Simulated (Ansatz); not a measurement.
`CC(O)[SiH3]` → `CCO` + `[SiH2]` at 400 K and 1 bar (silylene formation by 1,1-elimination).

Computed with Ansatz on PBE0-D4/def2-TZVP structures; ΔE is electronic, products minus reactants. CBS: MP2 limit from def2 TZ/QZ plus the TZ coupled-cluster correction, frozen cores. This one scheme is used for every species. Each species was taken in one conformer, which may not be the lowest.

```tsv
species	CCSD(T)/CBS energy (Eh)	H − E (kJ/mol)	S (J/(mol·K))
`CC(O)[SiH3]`	-445.15454	279.0	356.9
`CCO`	-154.88256	231.6	290.7
`[SiH2]`	-290.19011	44.2	218.1
```

H − E and S are ideal-gas, rigid-rotor, harmonic terms from PBE0-D4/def2-TZVP, for one conformer and one mirror image of each species. 1 Eh = 2625.50 kJ/mol, R = 8.31446 J/(mol·K).

Task: By hand: ΔE, ΔH, ΔS and ΔG.

Result: ΔE = (-154.88256) + (-290.19011) − (-445.15454) = 0.08187 Eh = 214.9 kJ/mol. Δ(H − E) = 231.6 + 44.2 − 279.0 = -3.2, so ΔH = 211.7 kJ/mol. ΔS = 290.7 + 218.1 − 356.9 = 151.9 J/(mol·K). ΔG = 211.7 − 400 × (151.9)/1000 = 150.9 kJ/mol.

Task: By hand: the equilibrium constant, and the temperature at which ΔG would vanish if ΔH and ΔS stayed fixed.

Result: log₁₀ K = −ΔG/(RT ln 10) = -19.7. ΔG = 0 at ΔH/ΔS = 1394 K.

The number of gas molecules changes by +1, which sets the sign of ΔS. A doubt of 5 kJ/mol in ΔE shifts log₁₀ K by 0.7 here. Other conformers and mirror images would add mixing entropy, several J/(mol·K) or more a flexible species. These are equilibria of isolated gas molecules and say nothing of rates. Largest T1 diagnostic: 0.014 (customary marks: 0.02 for closed shells, 0.045 for open ones).
